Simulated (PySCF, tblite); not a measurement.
One entry of a table of gas-phase calculations, keyed by method. Lists by class give the value and the number of equivalent atoms.

```json
{
 "formula": "C3H7F2OSi",
 "smiles": "C[CH]O[SiH2]C(F)F",
 "inchi": "InChI=1S/C3H7F2OSi/c1-2-6-7-3(4)5/h2-3H,7H2,1H3",
 "charge": 0,
 "multiplicity": 2,
 "geometry_level": "GFN2-xTB",
 "electronic_structure_code": "PySCF",
 "results": {
  "GFN2-xTB geometry": {
   "point_group": "C1",
   "rotational_constants_GHz": [5.775, 0.941, 0.878]
  },
  "GFN2-xTB harmonic vibrations, gas phase": {
   "strongest_ir_bands_cm-1_km_per_mol_modes": [
    [772.0, 232.3, 1],
    [786.4, 220.1, 1],
    [999.0, 110.4, 1],
    [1319.6, 135.2, 1],
    [2248.5, 354.3, 1],
    [2284.5, 111.0, 1]
   ],
   "zpe_kcal_per_mol": 57.9
  },
  "UKS B3LYP, pcH-1 on C F H O Si, non-relativistic, mean-field spin-orbit, GIAO": {
   "g_iso": 2.00307,
   "g_tensor": [2.00212, 2.00331, 2.00377],
   "s2": 0.754,
   "a_iso_by_class_MHz": [
    ["13C", 105.9, 1],
    ["1H", 73.7, 3],
    ["1H", -63.4, 1],
    ["13C", -31.7, 1],
    ["1H", 13.4, 2]
   ]
  }
 }
}
```

⟨S²⟩ is 0.004 above the pure-spin value S(S + 1) = 0.75. The zero-point energy, half the sum of the 36 harmonic wavenumbers, equals 20260 cm⁻¹ or 242 kJ/mol. At 9.50 GHz, hν = g·μB·B₀ (B₀ the magnetic field) puts the centre of the isotropic spectrum, to first order, at 338.9 mT.

 In GFN2-xTB open shells enter through the occupations alone, without spin polarisation, so single modes can be far off. Hyperfine couplings depend on the geometry, which wasn't re-optimised at a DFT level. Couplings of like nuclei are plain means over topologically equivalent atoms, as if these changed places fast (by rotation of a methyl-like group, say); in this geometry the members of some sets differ.

Conformer computed: `[CH3:1][CH:2][O:3][SiH2:4][CH:5]([F:6])[F:7]`: C1–C2–O3–Si4 -9°, C2–O3–Si4–C5 -178°, O3–Si4–C5–F6 91°.

One conformer stands for the species.
